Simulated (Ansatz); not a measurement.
`OCOC[SiH3]` and `COCO` differ in one atom or group.

Ansatz, PBE0-D4/def2-TZVP geometries, multiplicity 1. Each molecule was computed in one conformer, which needn't be the lowest.

```csv
property,`OCOC[SiH3]`
HOMO energy (PBE/def2-TZVPP) / eV,-6.01
HOMO–LUMO gap (PBE/def2-TZVPP) / eV,5.93
HOMO energy (B3LYP/def2-TZVPP) / eV,-7.26
LUMO energy (B3LYP/def2-TZVPP) / eV,0.46
HOMO energy (PBE0/def2-TZVPP) / eV,-7.48
LUMO energy (ωB97M-V/def2-TZVPP) / eV,2.23
```

Task: What does the change do to each property? (Best estimate.)

Result: The calculation gave: 
```csv
property,`COCO`,shift
HOMO energy (PBE/def2-TZVPP) / eV,-6.27,-0.26
HOMO–LUMO gap (PBE/def2-TZVPP) / eV,6.61,0.68
HOMO energy (B3LYP/def2-TZVPP) / eV,-7.67,-0.41
LUMO energy (B3LYP/def2-TZVPP) / eV,0.83,0.37
HOMO energy (PBE0/def2-TZVPP) / eV,-7.90,-0.42
LUMO energy (ωB97M-V/def2-TZVPP) / eV,2.67,0.44
```

With PBE0 the HOMO falls by 0.42 eV and the LUMO rises by 0.51 eV, so the gap widens by about 0.93 eV. PBE moves the HOMO by -0.26 eV and ωB97M-V by -0.53 eV.

B3LYP here is the variant with VWN-RPA as its local correlation; programs differ in this.
